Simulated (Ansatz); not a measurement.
AsFH4Sn (`[F][SnH2][AsH2]`). Charge 0, multiplicity 1. Sn: def2 effective core potential.

```csv
atom,x (Å),y (Å),z (Å)
F1,0.9312,0.2178,-2.2080
Sn2,0.4646,-0.5461,-0.4976
As3,-1.3471,1.0570,0.4321
H4,-0.1454,-2.0947,-0.8759
H5,1.9522,-0.5991,0.3366
H6,-0.2945,1.8479,1.1975
H7,-1.5608,0.1171,1.6154
```

Task: List the harmonic frequencies (cm⁻¹, unscaled) at PBE0-D4/def2-TZVP in Ansatz. (Best estimate.)

Result: Computed: 60, 110, 229, 343, 512, 566, 599, 626, 659, 694, 986, 1939, 1951, 2197, 2218.

Task: Is this a minimum?

Result: Yes, all 15 modes are real.

Task: Give the ideal-gas thermochemistry at 298.15 K and 1 bar (rigid rotor, harmonic oscillator; point group C1, symmetry number 1).

Result: Zero-point energy 81.9 kJ/mol; H(298) − E = 100.7 kJ/mol; entropy 348.3 J/(mol·K), of which translation 175.9, rotation 115.5, vibration 56.8; G(298) − E = -3.1 kJ/mol. Modes under 100 cm⁻¹ are hindered rotations or soft bends, so the harmonic entropy is rough.

Task: And at 400, 500, 600, 800 and 1000 K?

Result: 
| T (K) | H − E (kJ/mol) | S (J/mol/K) | G − E (kJ/mol) |
| --- | --- | --- | --- |
| 400 | 110.7 | 376.8 | -40.1 |
| 500 | 121.4 | 400.8 | -79.0 |
| 600 | 133.0 | 421.9 | -120.1 |
| 800 | 157.9 | 457.6 | -208.2 |
| 1000 | 184.5 | 487.3 | -302.8 |
